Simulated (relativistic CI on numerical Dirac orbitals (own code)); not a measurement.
**What each ingredient does to the levels of Ga¹⁶⁺**

Base calculation: Dirac-Coulomb-Breit CI, orbitals from a KLI potential per configuration, a model potential for QED, unscaled Slater integrals.

Configuration list (outside the closed core [Ne]): 3s2.3p3, 3s.3p4, 3s2.3p2.3d, 3p5, 3s.3p3.3d, 3p4.3d, 3s.3p2.3d2, 3s2.3p2.4s, 3s2.3p.3d.4p, 3p4.4s, 3s2.3p2.4p, 3p4.4p, 3s.3p2.3d.4s, 3s2.3p.3d2, 3s2.3d3, 3s.3p.3d3, 3s2.3d2.4s, 3s2.3d2.4p, 3p3.3d2, 3p2.3d3, 3p2.3d2.4s, 3p2.3d2.4p, 3s2.3p.3d.4s, 3s.3p.3d2.4s, 3s2.3d.4s2, 3s2.3d.4s.4p. Double excitations out of closed p, d and f shells are left out; levels of such configurations are missing from the list, as are those of other unlisted configurations, and high levels can miss mixing partners.

The lowest level and the first level of each name with at least 55 % of one term (blank where a level has no safe partner in the second run):

```csv
Level,Base (cm⁻¹),Shift (cm⁻¹)
3s2.3p3 4S°_3/2,0,0
3s2.3p3 2D°_3/2,56302,+5
3s2.3p3 2D°_5/2,71153,+3
3s2.3p3 2P°_1/2,108494,+22
3s2.3p3 2P°_3/2,132242,+23
3s.3p4 4P_5/2,382624,+1295
3s.3p4 4P_3/2,407335,+1294
3s.3p4 4P_1/2,416016,+1294
3s.3p4 2D_3/2,478433,+1276
3s.3p4 2D_5/2,486492,+1280
3s2.3p2.3d 4F_3/2,577905,+1104
3s2.3p2.3d 4F_5/2,587887,+1102
3s2.3p2.3d 4F_7/2,603586,+1101
3s2.3p2.3d 2F_5/2,605982,+1105
```

At this charge energies of transitions that change n are usually good to better than 1 %, and those within a shell (Δn = 0) to a few per cent.

Q: One thing was changed in a second run, which moved the levels as shown. Which?
A. configuration mixing switched off
B. Breit term removed
C. P86 correlation estimate
D. QED terms removed

A: C. P86 correlation estimate. A correlation estimate moves all levels of a configuration together before mixing; mixed levels move by a weighted share.

LS names give the leading component of a level, which can be under half, so a name can repeat, a term be missing and a line seem to break the LS rules.
